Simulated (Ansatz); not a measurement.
This Ansatz (a first-principles code) input (PBE/pcseg-2) gives -37.79598 Eh with 30 basis functions.

Ansatz 0.2 input:
```yaml
crystal:
  periodic: [false, false, false]
  atoms:
    - {symbol: C, position_ang: [0.00000000, 0.00000000, 0.00000000]}
basis:
  gaussian:
    orbitals: pcseg-2
hamiltonian:
  xc: {name: PBE}
magnetization: {spin_polarized: true, initial_magnetization: 2}
scf: {lower_state_search: full}
```

Change:
```diff
- orbitals: pcseg-2
+ orbitals: 6-31G
```

Task: What does the run give now?

Result: -37.78009 Eh (PBE/6-31G, 9 functions), a change of +15.89 mEh.
